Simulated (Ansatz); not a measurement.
```yaml
crystal:
  periodic: [false, false, false]
  atoms:
    - {symbol: K, position_ang: [2.202158, 0.656443, 0.634692]}
    - {symbol: K, position_ang: [-0.986925, -2.114003, 0.670520]}
    - {symbol: K, position_ang: [-1.153522, 1.606659, -1.325975]}
    - {symbol: I, position_ang: [0.923215, -1.066946, -1.917847]}
    - {symbol: I, position_ang: [-0.869930, 0.975498, 1.943802]}
basis:
  gaussian: {orbitals: def2-TZVP}
magnetization: {spin_polarized: true, initial_magnetization: 1}
hamiltonian: {xc: {name: r2SCAN50}, dispersion: d3bjatm}
scf: {omitted_lower_state_checks: [starts]}
output: {forces: true}
```

```sh
$ ansatz run in.yaml --threads 4 --pin off --events-out ev --progress --plain --max-ram 4787MiB
```

Output, abridged:

```
Functional definition: r2SCAN50
1932 factors; integrals over basis functions are off by at most 1.9e-4 eV
mean field evaluation 1: about -65182.1385 eV, gradient 1.4e1 eV
mean field evaluation 2: about -65182.9231 eV, gradient 1.3e1 eV
mean field evaluation 4: about -65183.5005 eV, gradient 6.6e-1 eV
mean field evaluation 8: about -65183.5806 eV, gradient 8.5e-2 eV
mean field evaluation 16: about -65183.5813 eV, gradient 2.3e-3 eV
mean field evaluation 32: about -65183.5813 eV, gradient 3.9e-5 eV
mean field -65183.58125842 eV, -2395.4524282288 hartree, gradient 1.3e-5 eV, S^2 0.750920; 0 other end points of the search recorded, 0 dependent functions left out
reference -65183.58129943 eV, -2395.4524297357 hartree; 54, 53 occupied and 145, 146 virtual orbitals, 1932 factors
Total energy: -65183.70010998 eV, -2395.4567959431 hartree
Atom 0 at     2.202158     0.656443     0.634692 Å, force     0.144980     0.065195     0.040138 eV/Å
Atom 1 at    -0.986925    -2.114003     0.670520 Å, force    -0.002866    -0.030127    -0.034944 eV/Å
Atom 2 at    -1.153522     1.606659    -1.325975 Å, force    -0.030170     0.055231    -0.132277 eV/Å
Atom 3 at     0.923215    -1.066946    -1.917847 Å, force    -0.112739    -0.007991     0.102030 eV/Å
Atom 4 at    -0.869930     0.975498     1.943802 Å, force     0.000795    -0.082309     0.025053 eV/Å
Dipole moment:    -0.087852    -0.422968     0.225150 e Å
Checks for a lower state left out: starts
```

Hardware: 4 threads of Arm Neoverse V2 on a shared host. Wall time 44 s, peak host memory 1.3 GiB.

In the def2 sets I takes a core potential; there is no spin–orbit coupling.
